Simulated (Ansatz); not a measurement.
Program: Ansatz 0.2.0.

A structure relaxed at PBE0-D4/def2-TZVP, charge 0, multiplicity 1:

```csv
atom,x (Å),y (Å),z (Å)
C1,0.180,-1.544,1.183
Si2,-0.774,-0.197,0.323
C3,0.364,0.557,-1.033
N4,0.406,1.902,-1.185
O5,1.011,-0.201,-1.734
H6,-0.461,-2.120,1.853
H7,1.004,-1.128,1.766
H8,0.599,-2.216,0.431
H9,-1.225,0.867,1.268
H10,-1.972,-0.729,-0.377
H11,0.986,2.297,-1.908
H12,-0.119,2.514,-0.588
```

Question: Give its formula and SMILES.

Answer: C2H7NOSi, `C[SiH2]C(N)=O`.

Question: Summarise the bond lengths by kind.

Answer: 2 × C–Si 1.861 to 1.924 Å; 3 × C–H 1.092 Å; 2 × H–Si 1.486 to 1.493 Å; 1 × C–N 1.354 Å; 1 × C–O 1.219 Å; 2 × H–N 1.004 to 1.009 Å.
